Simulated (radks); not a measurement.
All-electron atom: Au8+ in [Xe] 4f14 5d3.

Method: Dirac Kohn-Sham, PBE, spin-unpolarised, spherical densities, finite nucleus; open shells fill j = l - 1/2 first; Fermi nuclear charge, rms radius 5.4371 fm; computed with a radial shooting solver on a logarithmic mesh with Libxc functionals.

Energy parts (eV):
total: -517753.71
kinetic: 594496.54
electron-nucleus: -1294650.89
Hartree: 192219.97
exchange-correlation: -9819.33

Orbitals (lengths in bohr, moments of r in powers of bohr; r(max) is where P^2 peaks; r(90%) holds 90 % of the orbital's charge):
| orbital | occ. | eigenvalue (eV) | <1/r> | <r> | r(90%) | r(max) | small-component weight |
|---|---|---|---|---|---|---|---|
| 1s1/2 | 2 | -80739.87 | 95.68 | 0.01687 | 0.0308 | 0.01042 | 9.00e-02 |
| 2s1/2 | 2 | -14342.91 | 23.52 | 0.07047 | 0.110 | 0.06039 | 2.06e-02 |
| 2p1/2 | 2 | -13763.57 | 23.49 | 0.05798 | 0.0967 | 0.04446 | 2.07e-02 |
| 2p3/2 | 4 | -11928.10 | 19.14 | 0.06653 | 0.108 | 0.05184 | 1.84e-02 |
| 3s1/2 | 2 | -3483.716 | 8.635 | 0.1833 | 0.270 | 0.1699 | 6.89e-03 |
| 3p1/2 | 2 | -3222.302 | 8.550 | 0.1736 | 0.261 | 0.1586 | 6.83e-03 |
| 3p3/2 | 4 | -2817.176 | 7.417 | 0.1892 | 0.283 | 0.1735 | 6.17e-03 |
| 3d3/2 | 4 | -2381.746 | 7.315 | 0.1648 | 0.256 | 0.1352 | 6.05e-03 |
| 3d5/2 | 6 | -2294.647 | 7.056 | 0.1696 | 0.263 | 0.1393 | 5.87e-03 |
| 4s1/2 | 2 | -856.6583 | 3.654 | 0.4068 | 0.584 | 0.3831 | 2.33e-03 |
| 4p1/2 | 2 | -744.9378 | 3.545 | 0.4092 | 0.595 | 0.3813 | 2.24e-03 |
| 4p3/2 | 4 | -647.7068 | 3.153 | 0.4431 | 0.643 | 0.4121 | 1.98e-03 |
| 4d3/2 | 4 | -464.5393 | 2.950 | 0.4514 | 0.674 | 0.4050 | 1.79e-03 |
| 4d5/2 | 6 | -446.4083 | 2.860 | 0.4625 | 0.690 | 0.4145 | 1.72e-03 |
| 5s1/2 | 2 | -232.4466 | 1.516 | 0.9052 | 1.28 | 0.8421 | 6.19e-04 |
| 4f5/2 | 6 | -211.2789 | 2.493 | 0.4910 | 0.787 | 0.3727 | 1.35e-03 |
| 4f7/2 | 8 | -207.4280 | 2.458 | 0.4976 | 0.797 | 0.3773 | 1.32e-03 |
| 5p1/2 | 2 | -194.8392 | 1.406 | 0.9630 | 1.38 | 0.8848 | 5.47e-04 |
| 5p3/2 | 4 | -176.4311 | 1.277 | 1.039 | 1.48 | 0.9565 | 4.80e-04 |
| 5d3/2 | 3 | -121.7033 | 1.064 | 1.222 | 1.78 | 1.093 | 3.48e-04 |
| 5d5/2 | 0 | -119.0895 | 1.039 | 1.247 | 1.81 | 1.117 | 3.36e-04 |

The highest occupied level is 5d3/2 at -121.70 eV. The density falls to 0.001 e/bohr^3 at r = 2.56 bohr. Summed over all electrons, <r^2> = 22.70 bohr^2, which gives a Langevin (diamagnetic) susceptibility term of -18 x 10^-6 cm^3/mol.
